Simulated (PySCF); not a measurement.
**Molecular orbitals of GeF**

revPBE at R = 1.763 Å; basis Ge def2-TZVPPD, F def2-TZVPPD; no relativity; PySCF 2.14. State: ²Π (doublet), unpaired electrons π ↑. Only the outer orbitals are listed, counted within each symmetry.

```csv
spin,orbital,occ.,ε (eV),on Ge (%),main shells (%)
α,8σ,1,-28.31,21,"79 F s, 16 Ge d"
α,9σ,1,-12.87,58,"57 Ge s, 40 F p"
α,4π,1,-9.72,7,93 F p
α,4π,1,-9.67,8,92 F p
α,10σ,1,-8.95,59,"40 Ge s, 39 F p, 17 Ge p"
α,5π,1,-3.97,94,93 Ge p
α,5π,0,-3.72,94,92 Ge p
α,11σ,0,-1.00,108,"90 Ge p, 10 Ge d"
β,8σ,1,-28.22,21,"79 F s, 16 Ge d"
β,9σ,1,-12.49,51,"48 Ge s, 47 F p"
β,4π,1,-9.69,7,93 F p
β,4π,1,-9.42,6,94 F p
β,10σ,1,-8.53,66,"49 Ge s, 32 F p, 16 Ge p"
β,5π,0,-3.37,93,92 Ge p
β,5π,0,-2.46,92,90 Ge p
β,11σ,0,-0.69,106,"87 Ge p, 10 Ge d, 9 Ge s"
```

**Question.** Which are the highest filled and the lowest empty level, where do they sit, and how wide is the gap?

**Answer.** Highest filled α 5π at -3.97 eV (in %: 93 Ge p); lowest empty α 5π at -3.72 eV (in %: 92 Ge p); the gap at revPBE is 0.25 eV. Both belong to one degenerate shell, split only by its one-sided filling, so this is no excitation gap.

- bond order (Mayer): 0.93
- ⟨S²⟩: 0.753
- charge on Ge (Mulliken, basis-dependent): 0.30
- charge on Ge (Löwdin, basis-dependent): 0.61
- dipole moment (positive dipole means Ge(−)F(+)): -1.65 D

Shares are Mulliken populations and can fall outside 0 to 100 %.

Spin–orbit coupling is left out. The state is the lowest determinant that a PBE0 search found; another state may lie lower at other levels.
